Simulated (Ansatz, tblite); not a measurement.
Cost and result up the ladder for Ge₄H₆ (10 atoms). Charge 0, multiplicity 1. Geometry: PBE-D4/def2-SVP.

```xyz
10

Ge    1.549    0.948   -0.390
Ge   -1.581   -0.282    0.933
Ge    0.777   -0.987    0.919
Ge   -0.761    0.658   -1.188
H     1.751    2.228    0.462
H    -2.698   -1.358    0.908
H     0.780   -2.149   -0.154
H    -0.646   -0.624   -2.108
H     2.726    0.773   -1.385
H    -1.896    0.795    2.003
```

Ansatz on 4 threads of Intel Xeon Platinum 8223CL on a shared host; xTB runs through tblite on one thread. Times are rough, summed over both states, and most runs start from the orbitals of an earlier one. No level here is sound enough to serve as a yardstick. The other state is a doublet.

The xTB rows come from tblite. The structure comes from a short search, and lower isomers may exist.

Raw xTB energies of ions are shifted by several eV.

```csv
level,functions,wall time
GFN2-xTB,42,0.02 s
GFN1-xTB,48,0.021 s
PBE-D4/def2-TZVP,228,6.9 s
PBE0-D4/def2-TZVP,228,17 s
CAM-B3LYP-D4/def2-TZVP (with forces),228,22 s
```

Question: Estimate what each level gives for the vertical IE (eV).

Answer: 
```csv
level,vertical IE (eV),remarks
GFN2-xTB,12.29,–
GFN1-xTB,12.87,–
PBE-D4/def2-TZVP,8.26,–
PBE0-D4/def2-TZVP,8.22,restricted SCF unstable in HF (singlet)
CAM-B3LYP-D4/def2-TZVP (with forces),8.22,restricted SCF unstable in HF (singlet)
```
